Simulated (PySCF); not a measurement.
In(H)(Et)(OEt), C4H11InO, SMILES CC[O][InH][CH2]C, singlet, GFN2-xTB optimised geometry.

```
17

In    -1.03    -0.46     0.00
H     -1.90    -1.99     0.02
C     -1.73     1.68     0.00
C     -0.57     2.59    -0.35
H     -2.12     1.89     1.00
H     -2.55     1.75    -0.71
H     -0.23     2.40    -1.37
H      0.27     2.41     0.32
H     -0.87     3.64    -0.27
O      0.96    -0.46     0.00
C      1.91    -1.48     0.01
C      1.30    -2.88     0.02
H      2.55    -1.37    -0.88
H      2.55    -1.36     0.90
H      0.68    -3.01    -0.87
H      2.09    -3.64     0.03
H      0.68    -3.00     0.91
```

Density from PBE0/def2-SVP, def2 effective core potentials past Kr in PySCF at that geometry. The core electrons that the potentials of In replace are not part of the density.

Minimum of the electron density along straight lines between bonded atoms, close to the bond critical point (lines longer than 1.1 times the sum of covalent radii, or with two minima, are not listed):

```json
[
 {"bond": "In1–H2", "length / Å": "1.764", "ρ at the minimum / e bohr⁻³": "0.094", "∇²ρ there / e bohr⁻⁵": "0.14", "position (fraction from the first atom)": "0.63"},
 {"bond": "In1–C3", "length / Å": "2.250", "ρ at the minimum / e bohr⁻³": "0.084", "∇²ρ there / e bohr⁻⁵": "0.13", "position (fraction from the first atom)": "0.51"},
 {"bond": "C3–C4", "length / Å": "1.516", "ρ at the minimum / e bohr⁻³": "0.244", "∇²ρ there / e bohr⁻⁵": "-0.55", "position (fraction from the first atom)": "0.51"},
 {"bond": "C3–H5", "length / Å": "1.091", "ρ at the minimum / e bohr⁻³": "0.272", "∇²ρ there / e bohr⁻⁵": "-0.97", "position (fraction from the first atom)": "0.62"},
 {"bond": "C3–H6", "length / Å": "1.090", "ρ at the minimum / e bohr⁻³": "0.273", "∇²ρ there / e bohr⁻⁵": "-0.98", "position (fraction from the first atom)": "0.62"},
 {"bond": "C4–H7", "length / Å": "1.091", "ρ at the minimum / e bohr⁻³": "0.275", "∇²ρ there / e bohr⁻⁵": "-1.00", "position (fraction from the first atom)": "0.62"},
 {"bond": "C4–H8", "length / Å": "1.091", "ρ at the minimum / e bohr⁻³": "0.276", "∇²ρ there / e bohr⁻⁵": "-1.01", "position (fraction from the first atom)": "0.63"},
 {"bond": "C4–H9", "length / Å": "1.091", "ρ at the minimum / e bohr⁻³": "0.274", "∇²ρ there / e bohr⁻⁵": "-0.98", "position (fraction from the first atom)": "0.62"},
 {"bond": "In1–O10", "length / Å": "1.987", "ρ at the minimum / e bohr⁻³": "0.100", "∇²ρ there / e bohr⁻⁵": "0.63", "position (fraction from the first atom)": "0.52"},
 {"bond": "O10–C11", "length / Å": "1.396", "ρ at the minimum / e bohr⁻³": "0.265", "∇²ρ there / e bohr⁻⁵": "-0.44", "position (fraction from the first atom)": "0.66"},
 {"bond": "C11–C12", "length / Å": "1.525", "ρ at the minimum / e bohr⁻³": "0.248", "∇²ρ there / e bohr⁻⁵": "-0.58", "position (fraction from the first atom)": "0.50"},
 {"bond": "C11–H13", "length / Å": "1.100", "ρ at the minimum / e bohr⁻³": "0.277", "∇²ρ there / e bohr⁻⁵": "-1.02", "position (fraction from the first atom)": "0.62"},
 {"bond": "C11–H14", "length / Å": "1.100", "ρ at the minimum / e bohr⁻³": "0.277", "∇²ρ there / e bohr⁻⁵": "-1.02", "position (fraction from the first atom)": "0.62"},
 {"bond": "C12–H15", "length / Å": "1.093", "ρ at the minimum / e bohr⁻³": "0.272", "∇²ρ there / e bohr⁻⁵": "-0.98", "position (fraction from the first atom)": "0.62"},
 {"bond": "C12–H16", "length / Å": "1.088", "ρ at the minimum / e bohr⁻³": "0.275", "∇²ρ there / e bohr⁻⁵": "-1.00", "position (fraction from the first atom)": "0.62"},
 {"bond": "C12–H17", "length / Å": "1.093", "ρ at the minimum / e bohr⁻³": "0.272", "∇²ρ there / e bohr⁻⁵": "-0.98", "position (fraction from the first atom)": "0.62"}
]
```
